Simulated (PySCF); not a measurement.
C2H (SMILES [C]#C), doublet (typed; the unrestricted solution is spin-contaminated), at a GFN2-xTB geometry. Base run: PySCF with CCSD(T)/6-31G.

PySCF was given this input:
```python
from pyscf import gto, scf, cc

mol = gto.Mole()
mol.atom = '''
    C    -0.00000000   -0.00000000   -0.46866096
    C     0.00000000    0.00000000    0.72327087
    H    -0.00000000   -0.00000000   -1.52765945
'''
mol.basis = '6-31g'
mol.spin = 1
mol.verbose = 4
mol.build()

mf = scf.UHF(mol)
mf.kernel()

mycc = cc.CCSD(mf)
mycc.kernel()
et = mycc.ccsd_t()
print('E(CCSD(T)) = %.10f' % (mycc.e_tot + et))
```

Variants of this job, named by their change:

| change | ΔE vs base (mEh) | MP2 correlation (Eh) | CC correlation without the perturbative part (Eh) | basis functions |
|---|---|---|---|---|
| base | 0.000 | -0.13166 | -0.16846 | 20 |
| cc.direct = True | 0.000 | -0.13166 | -0.16846 | 20 |
| cc.iterative_damping = 0.8 | 0.000 | -0.13166 | -0.16846 | 20 |
| frozen = 2 | ? | ? | ? | 20 |
| method = mp2 | ? | -0.13166 | - | 20 |
| method = cisd | 21.386 | - | - | 20 |
| density fitting = JK and correlation | 0.015 | -0.13165 | -0.16846 | 20 |
| method = ccsd | ? | -0.13166 | -0.16846 | 20 |
| cc.conv_tol = 1e-9 | 0.000 | -0.13166 | -0.16846 | 20 |
| cc.conv_tol = 1e-5 | 0.000 | -0.13166 | -0.16846 | 20 |

**Question.** Fill in the missing entries.

**Answer.** 
- frozen = 2, ΔE vs base (mEh): 2.285
- frozen = 2, MP2 correlation (Eh): -0.12933
- frozen = 2, CC correlation without the perturbative part (Eh): -0.16624
- method = mp2, ΔE vs base (mEh): 41.776
- method = ccsd, ΔE vs base (mEh): 4.975

Open shells are given as the SCF converged; they aren't shown to be the lowest states, and a large step between rows can be another state.
